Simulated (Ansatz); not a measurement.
CuSn₂, relaxed as a doublet with UKS PBE-D4/def2-TZVP in Ansatz, starting from the GFN1-xTB geometry. Force threshold 0.02 eV/Å.

In the def2 sets Sn takes a core potential; there is no spin–orbit coupling. The gap within one spin of the charge 0 doublet nearly closes, so an electron or hole may be smeared out by delocalisation error. The structure comes from a short search, and lower isomers may exist.

Start:

```xyz
3

Cu   -0.478    0.447    1.218
Sn    1.045    0.840   -0.683
Sn   -0.567   -1.287   -0.535
```

```
step  energy (eV)  largest force component (eV/Å)  SCF passes
   1  -56298.6229                           0.834         108
   2  -56298.6648                           0.244          24
   3  -56298.6784                           0.034          25
   4  -56298.6785                           0.004          27
```

Force components are those of the run's own axes.

End:

```xyz
3

Cu   -0.503    0.470    1.281
Sn    1.067    0.842   -0.715
Sn   -0.564   -1.312   -0.565
```

By distances, no bond broke or formed. The bond that changes most is Cu1–Sn3, from 2.47 to 2.57 Å (atoms count from 1).

No frequencies were taken in this run, so the end may be a saddle point.

Run time 15 s (4 threads of Arm Neoverse V2 on a shared host).
